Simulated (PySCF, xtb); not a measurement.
BH3N, SMILES B[NH], multiplicity 2.

Harmonic wavenumbers (cm⁻¹) from GFN2-xTB (xtb) at its own minimum, in rising order: 409, 493, 705, 777, 1000, 1629, 2367, 2494, 3621.

Problem. What does B3LYP-D3(BJ)/def2-TZVP in PySCF give at its own minimum? (The exact figures need the calculation; the answer reports its results.)

Solution. 127, 309, 757, 919, 1078, 1393, 2460, 2540, 3753. Paired by order, the mean absolute difference is 138 cm⁻¹ and the zero-point energies are 19.3 and 19.1 kcal/mol.
